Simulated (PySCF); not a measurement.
## Working out the ionisation energy of Te⁺

Te⁺ [Kr] 4d10 5s2 5p3 (4S) → Te²⁺ [Kr] 4d10 5s2 5p2 (3P). Calculation: PySCF 2.14, in x2c-TZVPPall with one added diffuse shell each of s, p, d, f type (9s7p5d3f, 76 functions); the spin-free X2C one-electron Hamiltonian (Gaussian nucleus). Frozen: [Kr] 4d10. Energies in hartree (1 hartree = 27.21139 eV):

```json
{"part": "UHF", "Te⁺ (lower)": "-6790.570447", "Te²⁺ (upper)": "-6789.896092"}
{"part": "CCSD correlation", "Te⁺ (lower)": "-0.072048", "Te²⁺ (upper)": "-0.057900"}
{"part": "(T)", "Te⁺ (lower)": "-0.002016", "Te²⁺ (upper)": "-0.001134"}
```

Problem. What does Hartree-Fock give?

Solution. (-6789.896092) − (-6790.570447) = 0.674355 hartree = 18.350 eV.

Problem. What do CCSD and CCSD(T) give?

Solution. The CCSD correlation energies differ by 0.014148 hartree = 0.385 eV and the triples by 0.000882 hartree = 0.024 eV, so CCSD gives 18.735 eV and CCSD(T) 18.759 eV.

Reference: 18.6 ± 0.4 eV (measured; NIST Atomic Spectra Database, ionization energies), between the lowest levels; spin-orbit coupling is absent from the calculation.

What remains against the reference includes basis incompleteness, the frozen core and higher excitations.
